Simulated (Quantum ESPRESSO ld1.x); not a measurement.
Problem. Radial electron density D(r) = 4 pi r^2 rho(r) of an atom or ion with 6 electrons. Calculated with ld1.x of Quantum ESPRESSO 7.5: non-relativistic Kohn-Sham, LDA (Slater exchange, Perdew-Wang correlation), spin-polarised, spherical densities, point nucleus.

r (bohr),D(r) (e/bohr),spin D(r)
0.003683,0.3373,-0.000112
0.004498,0.4911,-0.000159
0.00545,0.7006,-0.000218
0.006657,1.008,-0.000293
0.008066,1.419,-0.000371
0.009852,2.006,-0.000431
0.01194,2.767,-0.000401
0.01458,3.813,-0.000122
0.01767,5.104,0.000710
0.02158,6.772,0.00287
0.02615,8.673,0.00753
0.03168,10.79,0.0172
0.03869,13.06,0.0376
0.04689,15.02,0.0754
0.05727,16.46,0.149
0.06939,16.89,0.275
0.08475,16.09,0.497
0.1027,14.16,0.841
0.1254,11.42,1.38
0.152,8.922,2.08
0.1856,7.364,2.97
0.2249,7.286,3.84
0.2747,8.277,4.52
0.3329,9.190,4.69
0.4065,8.943,4.17
0.4926,7.206,3.13
0.6017,4.526,1.86
0.729,2.205,0.872
0.8904,0.7447,0.288
1.079,0.1786,0.0685
1.318,0.02492,0.00965
1.597,0.002159,0.000858

What is the nuclear charge?

Solution. Z = 15. The innermost maximum, from 1s, lies near 1/Z = 0.0667 bohr (found: 0.0677), and its height grows with Z. The density is that of the phosphorus ion P9+ in [He] 2s2 2p2; the configuration itself is not fixed sharply by these data, and Z only to about a unit. D(r) has 2 maxima, at r = 0.0677, 0.358 bohr, and minima at 0.206 bohr, inside which lie 2.22 electrons.
